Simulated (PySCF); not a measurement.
Gas-phase reaction: GaF + GaH3 = 2 GaH + HF

Computed with PySCF and rigid-rotor harmonic-oscillator thermochemistry at 1 bar. † marks an energy on the PBE0/def2-TZVP geometry and frequencies; other levels use their own. 6-31G* has spherical d functions here. All species are closed-shell singlets. B3LYP is the form with VWN-RPA correlation. Ga: all electrons, no relativistic terms. GaH3, GaH: computed as isolated molecules; such fragments, hydroxides, amides, oligomers or adducts are transient or little studied in the gas. The harmonic model lacks anharmonicity and excited electronic states, which grow with temperature; levels with a mode under 35 cm⁻¹ are left out.

ΔH° and ΔS° at 298 K: B3LYP/def2-TZVP† 245 kJ, 127 J/K; HF/6-31G* 264 kJ, 128 J/K; HF/def2-TZVP† 237 kJ, 127 J/K; PBE/def2-SVP 277 kJ, 127 J/K.

### Question
With the heat capacities included, give log10 K (1 bar) at 600, 800, 1600, 2000, 2500 K from B3LYP/def2-TZVP†, HF/6-31G*, HF/def2-TZVP†, PBE/def2-SVP.

### Answer
| T (K) | B3LYP/def2-TZVP† | HF/6-31G* | HF/def2-TZVP† | PBE/def2-SVP |
|---|---|---|---|---|
| 600 | -14.6 | -16.2 | -14.0 | -17.4 |
| 800 | -9.3 | -10.4 | -8.8 | -11.3 |
| 1600 | -1.3 | -1.9 | -1.1 | -2.4 |
| 2000 | 0.2 | -0.2 | 0.4 | -0.6 |
| 2500 | 1.5 | 1.1 | 1.6 | 0.8 |
